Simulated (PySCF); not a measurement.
## Ar²⁺: ionisation energy

Ar²⁺ [Ne] 3s2 3p4 (3P) → Ar³⁺ [Ne] 3s2 3p3 (4S), as a difference of total energies. Calculation: PySCF 2.14, in aug-cc-pCVQZ-DK (10s9p7d5f3g, 134 functions); scalar relativity by spin-free X2C-1e. Correlated levels: valence: [Ne] frozen; valence and next inner shell: 1s2 frozen; nothing frozen. The calculations carry no spin-orbit coupling.

**Question.** Order these methods by the ionisation energy they give, lowest first.
A. MP2 (valence)
B. UHF
C. SCS-MP2 (valence and next inner shell)
D. M06-2X

**Answer.** B (39.390 eV), A (40.343 eV), C (40.501 eV), D (40.701 eV).

A first-order spin-orbit estimate (lowest level to lowest level, LS coupling) adds 0.063 eV.

For comparison: 40.735 ± 0.012 eV (semi-empirical (NIST evaluation); NIST Atomic Spectra Database, ionization energies).
